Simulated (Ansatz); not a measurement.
Isolated molecules relaxed with PBE0-D4/def2-TZVP in Ansatz; ΔE leaves out vibrations. CCSD(T)/CBS is the MP2 limit (def2-TZVPP, def2-QZVPP) plus CCSD(T) − MP2 in def2-TZVPP, frozen cores. Functionals use def2-TZVPP. B3LYP here is the variant with VWN-RPA as its local correlation; programs differ in this. For Ge outer-core shells are correlated without core-valence functions, which leaves a few kJ/mol of doubt a bond. Scalar relativity is left out up to krypton. Each species was taken in one conformer, which may not be the lowest.

`C[S][GeH2][OH]` → `C[O][GeH2][SH]`  (isomerisation)

(1) Is it downhill or uphill in electronic energy at CCSD(T)/CBS, and by how much? (An estimate is asked.)

(2) What do these levels give: PBE-D4, ωB97X-V, ωB97M-V, PBE, B3LYP, HF/def2-TZVPP, SCS-MP2/def2-TZVPP, CCSD/def2-TZVPP, CCSD(T)/def2-TZVPP, HF/def2-QZVPP, HF/CBS(def2), CCSD/CBS(def2)? (Estimate.)

Largest T1 diagnostic among the species: 0.012.

## Answers

(1) The calculation gave: Uphill: ΔE = +0.39 eV.

(2) The calculation gave: PBE-D4 0.37, ωB97X-V 0.32, ωB97M-V 0.35, PBE 0.37, B3LYP 0.32, HF/def2-TZVPP 0.25, SCS-MP2/def2-TZVPP 0.35, CCSD/def2-TZVPP 0.32, CCSD(T)/def2-TZVPP 0.33, HF/def2-QZVPP 0.26, HF/CBS(def2) 0.26, CCSD/CBS(def2) 0.37 eV.

In def2-TZVPP, CCSD(T) changes the Hartree–Fock value by +0.08 eV (the triples alone add +0.01 eV) and MP2 by +0.14 eV.
